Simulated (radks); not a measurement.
Results of a calculation; reference values are marked as such.
Effect of the nuclear size on the silicon ion Si2+, [Ne] 3s2. Level of theory: Dirac Kohn-Sham, exchange-only LDA, spin-unpolarised, spherical densities, finite nucleus; Fermi nuclear charge, rms radius 3.1224 fm (a radial shooting solver on a logarithmic mesh with Libxc functionals). The rms radius is varied about that value; shifts are against it.

rms radius (fm),total energy shift (eV),density at nucleus (e/bohr^3),1s1/2 shift (meV),2s1/2 shift (meV)
2.5167,-0.00184,1899,-0.767,-0.048
2.9725,-0.000492,1895,-0.205,-0.013
3.1224,0,1894,0.000,0.000
3.3722,0.000873,1892,0.363,0.023
3.8905,0.00289,1888,1.21,0.076

Slopes of the eigenvalues against <r^2> in GHz/fm^2, as finite differences over the two radii next to the reference (eigenvalue slopes, not the field-shift constants of lines): 1s1/2 54.2, 2s1/2 3.40.
